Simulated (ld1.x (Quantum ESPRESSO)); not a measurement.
**Ranking ultrasoft potentials for titanium**

All share these settings but for the change named:

- Element: titanium
- Generator: ld1.x (Quantum ESPRESSO) 7.5
- Type: ultrasoft
- Functional: PBEsol
- Relativity: scalar-relativistic
- Frozen core: [Ne] 3s2
- Valence charge: 10
- Reference configuration: 3p6 3d1 4s0 4p0 (charge +3)
- Partial waves: 4s (bound, empty): rcut 2.25, rcutus 2.40 bohr; 4s channel at -0.05 Ry: rcut 2.25, rcutus 2.40 bohr; 3p (bound): rcut 1.40, rcutus 1.60 bohr; 4p (bound, empty): rcut 1.40, rcutus 1.60 bohr; 3d (bound): rcut 2.05, rcutus 2.25 bohr; 3d channel at -0.25 Ry: rcut 2.05, rcutus 2.25 bohr
- Local potential: all-electron potential smoothed inside 2.10 bohr (lloc = -2)
- Core correction: a·sin(br)/r model core, default radius (core density twice the valence density)
- Augmentation charge: PSQ, inside the norm-conserving radii

Cutoff: the first of the cutoffs (Ry, on a coarse ladder) from which the occupation-weighted sum of valence levels, in a spherical-Bessel basis at the reference potential, stays within 10 and 1 mRy of its value at 400 Ry; the density cutoff is not measured.

The base gives 35 Ry.

Of 10 variants that were run, those that failed, showed a ghost or another fault, or gave nearly equal values are left out.

A variant can come out equal or close to the base.

Q: Rank these variants from softest to hardest (loose cutoff).
A. local potential all-electron potential smoothed inside 2.15 bohr (lloc = -2)
B. waves 3p (bound): rcut 1.12, rcutus 1.18 bohr; 4p (bound): rcut 1.12, rcutus 1.18 bohr
C. all radii but the core radius scaled by about 1.42 (s 3.40, p 2.28, d 3.20 bohr, rcut 3.20/1.98/2.90); local potential all-electron potential smoothed inside 2.98 bohr (lloc = -2)

A: C (15 Ry), A (35 Ry), B (55 Ry).
